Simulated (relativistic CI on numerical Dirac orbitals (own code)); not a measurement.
# Hyperfine structure of Sb47+, mass number 123

Calculated at this level of theory: Dirac-Coulomb-Breit CI, separate exchange-only KLI orbitals for each configuration, a model potential for QED, unscaled Slater integrals (own radial code, finite nucleus).

Configuration list (outside the closed core 1s2): 2s2, 2s 2p, 2p2, 2p 3s, 2p 3p, 2s 3s, 2s 3p, 2s 3d, 2s 4s, 2s 4p, 2s 4d, 2s 4f, 3s2, 3s 3p, 3p2. Levels of other configurations are missing.

Nuclear spin I = 7/2, μ = 2.5457 μN, Q = -0.692 b (tables of Stone and Pyykkö). The electronic factors are computed for point nuclear moments, without core polarisation or the Bohr-Weisskopf and QED corrections.

| Level | E (10³ cm⁻¹) | A (GHz) | B (GHz) |
| --- | --- | --- | --- |
| 2s 2p 3P°_1 | 951.3 | 2478 | 63 |
| 2s 2p 3P°_2 | 3075.4 | 1106 | -348 |
| 2s 2p 1P°_1 | 3569.6 | -662 | -237 |
| 2p2 3P_1 | 4338.8 | -67.85 | -173 |
| 2p2 1D_2 | 4460.4 | 444.3 | -293 |
| 2p2 3P_2 | 6705.2 | 195.7 | -52.8 |
| 2s 3s 3S_1 | 38499.0 | 2489 | 0.263 |
| 2s 3p 3P°_1 | 38889.3 | 2111 | 0.549 |

Levels with J = 0, under 50 % of one LS term, or S terms without an open s electron are left out. Small factors come from cancelling terms and can be off by tens of per cent or more.

At this charge energies of transitions that change n are usually good to better than 1 %, and those within a shell (Δn = 0) to a few per cent.

**Question.** Give the hyperfine levels of 2s 2p 3P°_1 relative to its centre of gravity.

**Answer.** With K = F(F + 1) − I(I + 1) − J(J + 1), E = AK/2 + B[¾K(K + 1) − I(I + 1)J(J + 1)]/[2I(2I − 1)J(2J − 1)]: F = 5/2: -11120, F = 7/2: -2523, F = 9/2: 8690 GHz.

LS names give the leading component of a level, which can be under half, so a name can repeat, a term be missing and a line seem to break the LS rules.
